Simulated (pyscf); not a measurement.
Single points on ωB97X-D3(BJ)/def2-SVP structures (PySCF, gas phase).

Task: Estimate the classical barrier height and the reaction energy of `[CH2][SiH2][Cl]` [doublet] → `[CH3][SiH][Cl]` [doublet] at ωB97X-D3(BJ)/def2-TZVP. The step runs on the doublet surface, breaks H–Si and forms C–H; take the reactant's lowest minimum found as zero.

Result: ΔE‡ = 168.5 kJ/mol, ΔE = -48.2 kJ/mol. CCSD(T)/def2-TZVPP + ΔMP2(QZVPP) gives 165.0 kJ/mol and -46.9 kJ/mol. Zero-point energy shifts the barrier by -5.7 kJ/mol. It is a hydrogen shift, with an imaginary mode of 1850i cm⁻¹. One saddle was located; it need not be the lowest between these sides. The CCSD(T) − MP2 part came from Ansatz, without density fitting, on the same reference.
